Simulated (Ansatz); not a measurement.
Cost and result up the ladder for the cluster Li3Si2 (5 atoms). Charge 0, multiplicity 2. Geometry: PBE0-D4/def2-TZVP.

```csv
atom,x (Å),y (Å),z (Å)
Li1,-0.151,0.921,-1.463
Li2,2.255,-0.613,-0.194
Li3,-0.771,-1.576,-0.029
Si4,0.382,0.468,1.017
Si5,-1.715,0.800,0.668
```

Ansatz on 4 threads of Arm Neoverse V1 on a shared host. Times are rough, and most runs start from the orbitals of an earlier one. PBE0-D4/def2-TZVP serves as the yardstick here, not as an exact answer. Binding counts from free atoms at the same level (Li doublet, Si triplet; other spins of the atoms weren't run), without zero-point energy or a counterpoise term.

Another isomer (doublet) lies 0.30 eV lower at PBE0-D4/def2-TZVP; other spin states weren't run for this one.

Run but left out: CCSD(T)/def2-TZVPP (⟨S²⟩ 1.45, where a pure state has 0.75).

```json
{"level": "LDA (SPW92)/def2-TZVP", "functions": "116", "wall time": "0.8 s", "binding energy per atom (eV)": "2.17", "difference from PBE0-D4/def2-TZVP (eV)": "0.32"}
{"level": "revPBE-D4/def2-TZVP", "functions": "116", "wall time": "1.7 s", "binding energy per atom (eV)": "1.84", "difference from PBE0-D4/def2-TZVP (eV)": "-0.01"}
{"level": "PBE-D4/def2-TZVP (with forces)", "functions": "116", "wall time": "1.9 s", "binding energy per atom (eV)": "1.91", "difference from PBE0-D4/def2-TZVP (eV)": "0.07"}
{"level": "PBE0-D4/def2-TZVP", "functions": "116", "wall time": "2.4 s", "binding energy per atom (eV)": "1.85", "difference from PBE0-D4/def2-TZVP (eV)": "0.00"}
{"level": "r2SCAN-D4/def2-TZVP", "functions": "116", "wall time": "4.1 s", "binding energy per atom (eV)": "1.89", "difference from PBE0-D4/def2-TZVP (eV)": "0.04"}
```
